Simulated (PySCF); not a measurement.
Zn(Me)(OH) anion (CH4OZn), SMILES [OH][Zn][CH3] (connectivity only; charge and spin as stated), charge -1, multiplicity 2.

Geometry: B3LYP-D3(BJ)/def2-SVPD. The spin state was assumed, not searched. The isomer is the one that the SMILES or the coordinates give; other isomers of the formula were not compared. One conformer was computed; it need not be the lowest.

Two levels are set side by side: PBE/def2-TZVPD (PySCF) and ωB97X/def2-TZVPD (PySCF). Same geometry, gas phase. Differences are taken from unrounded values.

| quantity | ωB97X |
|---|---|
| α-spin orbital gap (eV) | 4.78 |
| β-spin orbital gap (eV) | 9.27 |
| mean polarisability (bohr³) | 134.2 |

Task: What does PBE give, and how far is it from ωB97X? (An estimate is asked for; the answer gives what the named calculation found.)

Result: 
```csv
quantity,PBE,PBE minus ωB97X
α-spin orbital gap (eV),1.15,-3.63
β-spin orbital gap (eV),3.52,-5.75
mean polarisability (bohr³),192.2,58.1
```

Loosely held outer electrons make PBE densities more polarisable. Differences between two approximate levels are no errors against the true value.

Rough cost on one machine, each run with all the roots and properties that it gave: ωB97X against PBE within a factor of 2.
